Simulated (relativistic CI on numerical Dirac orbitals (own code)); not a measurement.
**Line list: Electric-dipole lines, Re XXVIII**

Calculated at this level of theory: Dirac-Coulomb-Breit CI, separate exchange-only KLI orbitals for each configuration, a model potential for QED, unscaled Slater integrals (own radial code, finite nucleus).

CI space (outside the closed core [Ar] 3d10): 4s²4p⁶4d¹⁰4f², 4s²4p⁶4d⁹4f³, 4s²4p⁶4d¹⁰4f5s, 4s²4p⁶4d¹⁰4f5p, 4s²4p⁶4d¹⁰5s², 4s²4p⁶4d¹⁰5s5p, 4s²4p⁵4d¹⁰4f³, 4s²4p⁶4d¹⁰4f5d, 4s²4p⁶4d⁹4f²5s, 4s4p⁶4d¹⁰4f³, 4s²4p⁶4d¹⁰5p5d, 4s²4p⁶4d¹⁰4f5f, 4s²4p⁶4d⁹4f²5p, 4s²4p⁶4d¹⁰4f6s, 4s²4p⁶4d¹⁰4f5g, 4s²4p⁶4d¹⁰4f6p, 4s²4p⁶4d¹⁰4f6d, 4s²4p⁵4d¹⁰4f²5s, 4s²4p⁶4d¹⁰4f7s, 4s²4p⁶4d¹⁰4f6g, 4s4p⁶4d¹⁰4f5s², 4s4p⁶4d¹⁰4f5p², 4s²4p⁶4d¹⁰5p², 4s²4p⁶4d⁹5s5p², 4s²4p⁶4d¹⁰5s5d, 4s²4p⁶4d⁹5s²5d, 4s²4p⁶4d¹⁰5d², 4s²4p⁶4d⁹5s5d². Double excitations out of closed p, d and f shells are left out; levels of such configurations are missing from the list, as are those of other unlisted configurations, and high levels can miss mixing partners.

```
λ vac (Å)                     Lower                     Upper   A (s⁻¹)        gf  Branching (%)
   46.465     4s²4p⁶4d¹⁰4f² ³H4 [1]   4s²4p⁶4d⁹4f³ ³F°4 [395]  1.49e+12  4.35e+00           25.8
   46.656     4s²4p⁶4d¹⁰4f² ³H5 [3]   4s²4p⁶4d⁹4f³ ³H°5 [399]  6.06e+12  2.18e+01           95.0
   46.868     4s²4p⁶4d¹⁰4f² ³H4 [1]   4s²4p⁶4d⁹4f³ ³H°4 [393]  4.72e+12  1.40e+01           79.4
   47.380     4s²4p⁶4d¹⁰4f² ¹G4 [4]   4s²4p⁶4d⁹4f³ ³F°4 [395]  3.76e+12  1.14e+01           65.0
   47.442     4s²4p⁶4d¹⁰4f² ³F4 [7]   4s²4p⁶4d⁹4f³ ¹G°4 [400]  5.15e+12  1.56e+01           92.5
   47.443     4s²4p⁶4d¹⁰4f² ³F3 [5]   4s²4p⁶4d⁹4f³ ³F°3 [394]  2.01e+12  4.76e+00           42.7
   47.476     4s²4p⁶4d¹⁰4f² ³F2 [2]   4s²4p⁶4d⁹4f³ ³D°1 [390]  2.00e+12  2.03e+00           45.3
   47.799     4s²4p⁶4d¹⁰4f² ¹G4 [4]   4s²4p⁶4d⁹4f³ ³H°4 [393]  1.01e+12  3.10e+00           16.9
   47.823     4s²4p⁶4d¹⁰4f² ¹D2 [8]   4s²4p⁶4d⁹4f³ ³D°2 [398]  2.02e+12  3.47e+00           42.8
   47.845     4s²4p⁶4d¹⁰4f² ³F3 [5]   4s²4p⁶4d⁹4f³ ³D°2 [392]  1.55e+12  2.66e+00           34.3
   48.120     4s²4p⁶4d¹⁰4f² ¹G4 [4]   4s²4p⁶4d⁹4f³ ³F°3 [389]  6.94e+11  1.69e+00           15.1
   48.132     4s²4p⁶4d¹⁰4f² ³F3 [5]   4s²4p⁶4d⁹4f³ ³F°3 [389]  2.80e+12  6.80e+00           60.7
   48.195     4s²4p⁶4d¹⁰4f² ³F2 [2]   4s²4p⁶4d⁹4f³ ³F°2 [387]  4.67e+12  8.14e+00           95.0
   48.196    4s²4p⁶4d¹⁰4f² ³P1 [10]   4s²4p⁶4d⁹4f³ ³D°2 [398]  2.02e+12  3.52e+00           42.7
   48.245     4s²4p⁶4d¹⁰4f² ¹D2 [8]   4s²4p⁶4d⁹4f³ ³F°3 [394]  2.09e+12  5.11e+00           44.4
   48.513     4s²4p⁶4d¹⁰4f² ³H4 [1]   4s²4p⁶4d⁹4f³ ³G°3 [381]  4.53e+11  1.12e+00           13.4
   48.634     4s²4p⁶4d¹⁰4f² ³F4 [7]   4s²4p⁶4d⁹4f³ ³G°5 [391]  3.46e+12  1.35e+01           90.5
   48.661     4s²4p⁶4d¹⁰4f² ¹D2 [8]   4s²4p⁶4d⁹4f³ ³D°2 [392]  2.25e+12  3.99e+00           49.7
   48.742     4s²4p⁶4d¹⁰4f² ³H6 [6]   4s²4p⁶4d⁹4f³ ¹K°7 [388]  3.51e+11  1.87e+00           12.8
   48.857     4s²4p⁶4d¹⁰4f² ³P0 [9]   4s²4p⁶4d⁹4f³ ³D°1 [390]  1.94e+12  2.09e+00           43.9
   48.882     4s²4p⁶4d¹⁰4f² ³F3 [5]   4s²4p⁶4d⁹4f³ ³G°4 [386]  2.94e+12  9.49e+00           79.1
   48.958     4s²4p⁶4d¹⁰4f² ¹D2 [8]   4s²4p⁶4d⁹4f³ ³F°3 [389]  9.24e+11  2.33e+00           20.1
   49.000     4s²4p⁶4d¹⁰4f² ³F2 [2]   4s²4p⁶4d⁹4f³ ³G°3 [381]  2.86e+12  7.22e+00           84.4
   49.171     4s²4p⁶4d¹⁰4f² ¹G4 [4]   4s²4p⁶4d⁹4f³ ¹H°5 [384]  3.05e+12  1.22e+01           89.4
   49.812    4s²4p⁶4d¹⁰4f² ¹I6 [11]   4s²4p⁶4d⁹4f³ ¹K°7 [388]  2.39e+12  1.33e+01           87.2
   49.909     4s²4p⁶4d¹⁰4f² ³H6 [6]   4s²4p⁶4d⁹4f³ ³I°7 [379]  2.56e+12  1.43e+01           92.6
   50.085     4s²4p⁶4d¹⁰4f² ³H5 [3]   4s²4p⁶4d⁹4f³ ³I°6 [376]  2.72e+12  1.33e+01           98.2
   50.503     4s²4p⁶4d¹⁰4f² ³H4 [1]   4s²4p⁶4d⁹4f³ ³I°5 [367]  9.93e+11  4.18e+00           99.1
   50.848     4s²4p⁶4d¹⁰4f² ³H4 [1]   4s²4p⁶4d⁹4f³ ³I°5 [364]  1.50e+12  6.40e+00           98.7
   164.58  4s²4p⁶4d¹⁰4f5s ³F°4 [16]  4s²4p⁶4d¹⁰4f5p ³G5 [161]  7.12e+10  3.18e+00          100.0
```

Terms are leading LS components. Brackets give the number of a level in order of energy, since labels repeat. The list gives strong lines, with weight on those to low levels, without lines whose two gauges differ by over a factor of 2.5, among the lowest 400 of 2166 levels, so that lines to higher ones, which can be the strongest, are missing. Levels whose partners in the same complex of configurations lie outside the list can be far off, and so can their lines. Rates are taken at the computed energies, electric ones in the length gauge.

At this charge energies of transitions that change n are usually good to better than 1 %, and those within a shell (Δn = 0) to a few per cent. Terms inside the open d or f shell come out 10 to 20 % too wide with unscaled integrals.

LS names give the leading component of a level, which can be under half, so a name can repeat, a term be missing and a line seem to break the LS rules.
